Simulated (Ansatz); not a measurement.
Telling isomers of H2NOTe− apart by their spectra

These gas-phase data were calculated for one isomer of H2NOTe− at B3LYP-D3(BJ)/def2-SVPD (harmonic, unscaled wavenumbers; equilibrium rotational constants with average atomic masses):

| Quantity | Value |
| --- | --- |
| rotational constants | 11.79, 5.882, 4.007 GHz |
| all wavenumbers above 1500 cm⁻¹ | 3552, 3461, 1524 |

Candidates:

(1) `[NH-][Te]O`, a singlet
(2) `N[Te][O-]`, a singlet

Q: Assign the data to one candidate and say why.

A: Candidate (2). 2 modes lie between 3250 and 3800 cm⁻¹, one for each N–H bond, while (1) has 1.

The same quantities for all candidates:

```tsv
	rotational constants (GHz)	wavenumbers above 1500 cm⁻¹	E above the lowest, B3LYP-D3(BJ)/def2-SVPD (kcal/mol)
(1)	12.64, 5.339, 3.85	3829, 3396	4.7
(2)	11.79, 5.882, 4.007	3552, 3461, 1524	0.0
```

Each candidate is one conformer. Atoms past krypton carry core potentials. Programs: Ansatz 0.2.0.
